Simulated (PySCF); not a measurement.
Job for PySCF: R-BP86/LANL2DZ on Ta2, 2S+1 = 1, a spin state set in the input, which need not be the lowest, a point of a bond scan (R = 2.182 Å).

```python
from pyscf import gto, scf, dft, mp
from pyscf.data.elements import chemcore

mol = gto.M(
    atom='''
    Ta    0.00000000    0.00000000    0.00000000
    Ta    0.00000000    0.00000000    2.18221800
    ''',
    basis='lanl2dz',
    ecp={'Ta': 'lanl2dz'},
    charge=0, spin=0, verbose=3, max_memory=1800)
mf = dft.RKS(mol, xc='b88,p86')
mf.conv_tol = 1e-8
mf.max_cycle = 100
mf.kernel()
if not mf.converged:
    mf = mf.newton().run(mf.mo_coeff, mf.mo_occ)
```

Program output:

```
converged SCF energy = -115.509145042941
```

The run converged.

Cost: around 1.5 core-seconds (rough).
